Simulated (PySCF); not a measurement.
CCl₃, SMILES Cl[C](Cl)Cl, multiplicity 2. Atoms are numbered in the order given.

```xyz
4

Cl    -1.4602    -0.8430    -0.0313
C      0.0000     0.0000     0.2657
Cl     1.4602    -0.8430    -0.0313
Cl     0.0000     1.6860    -0.0313
```
Charge 0, spin multiplicity 2.

Geometry optimised at PBE0-D3(BJ)/def2-SVP. The isomer is the one that the SMILES or the coordinates give; other isomers of the formula were not compared.

Calculation: PBE0-D3(BJ)/def2-SVP (PySCF).

Frequencies are harmonic and unscaled.

Modes within 1.5 cm⁻¹ of each other (mostly degenerate sets) share a row, with their intensities summed.

Question: List the normal modes with their intensities. (An estimate is asked for; the answer gives what the named calculation found.)

Answer: 
```csv
mode,ν (cm⁻¹),IR (km/mol),moving atoms (share of kinetic energy)
1–2,275,0.5,Cl 95 %
3,323,0.3,"C 73 %, Cl 27 %"
4,514,0.0,"Cl 83 %, C 17 %"
5–6,929,393.6,"C 84 %, Cl 16 %"
```
